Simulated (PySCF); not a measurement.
# Cd+ (cadmium, charge +1) across methods

[Kr] 4d9 5s2, 2D determinant (an excited configuration). Computed with PySCF 2.14 in x2c-TZVPPall (8s6p6d2f1g, 79 functions), with the spin-free X2C one-electron Hamiltonian (Gaussian nucleus). The B2PLYP total includes its PT2 part (frozen core); its orbital energies are those of the SCF part.

| method | E (hartree) | mean ε 4d β (eV) | mean ε 5s α (eV) | mean ε 5s β (eV) | Σ⟨r²⟩ (bohr²) | ⟨S²⟩ |
| --- | --- | --- | --- | --- | --- | --- |
| r2SCAN | -5593.31 | -24.902 | -14.922 | -14.708 | 41.70 | 0.751 |
| UHF | -5590.71712 | -32.437 | -17.034 | -16.715 | 42.42 | 0.752 |
| HSE06 | -5592.90 | -26.245 | -15.208 | -14.976 | 41.76 | 0.751 |
| BP86 | -5593.96 | -24.518 | -14.966 | -14.740 | 41.68 | 0.750 |
| LDA | -5587.63 | -24.565 | -15.114 | -14.896 | 41.65 | 0.750 |
| PBE | -5592.89 | -24.390 | -14.750 | -14.515 | 41.77 | 0.750 |
| B2PLYP | -5592.76 | -28.781 | -16.169 | -15.931 | 42.03 | 0.751 |
| TPSSh | -5593.08 | -25.373 | -14.984 | -14.736 | 41.76 | 0.751 |
| PBE0 | -5592.97 | -26.673 | -15.533 | -15.287 | 41.77 | 0.751 |
